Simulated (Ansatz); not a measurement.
Stepwise reaction of `[SiH3][O][Cd][O][SiH3]` with hydrogen chloride, as a gas-phase model of exchange steps in deposition or etching. ΔE in kJ/mol.

Gas-phase electronic energies from Ansatz, PBE0-D4/def2-TZVP geometries. CCSD(T)/CBS is the MP2 limit (def2-TZVPP, def2-QZVPP) plus CCSD(T) − MP2 in def2-TZVPP, frozen cores. This one scheme is used for every species. DFT in def2-TZVPP. B3LYP here is the variant with VWN-RPA as its local correlation; programs differ in this. Elements past krypton have def2 core potentials. For Cd outer-core shells are correlated without core-valence functions, which leaves a few kJ/mol of doubt a bond. Each species was taken in one conformer, which may not be the lowest.

| step | reaction | PBE-D4 | B3LYP-D4 | ωB97M-V | CCSD(T)/CBS |
| --- | --- | --- | --- | --- | --- |
| 1 | `[SiH3][O][Cd][O][SiH3]` + HCl → `[SiH3][O][Cd][Cl]` + `O[SiH3]` | -91.1 | -92.5 | -96.9 | -94.6 |
| 2 | `[SiH3][O][Cd][Cl]` + HCl → `[Cl][Cd][Cl]` + `O[SiH3]` | -91.1 | -92.4 | -96.1 | -93.6 |

Q: By hand: ΔE of the 2 steps together at CCSD(T)/CBS.

A: (-94.6) + (-93.6) = -188.2 kJ/mol, or -94.1 kJ/mol a step.

In ΔE the steps differ by no more than 1.0 kJ/mol. All are downhill at CCSD(T)/CBS. PBE-D4 differs from CCSD(T)/CBS by 2.5 to 3.5 kJ/mol a step. Isolated molecules leave out the surface, adducts and barriers. Largest T1 diagnostic: 0.015.
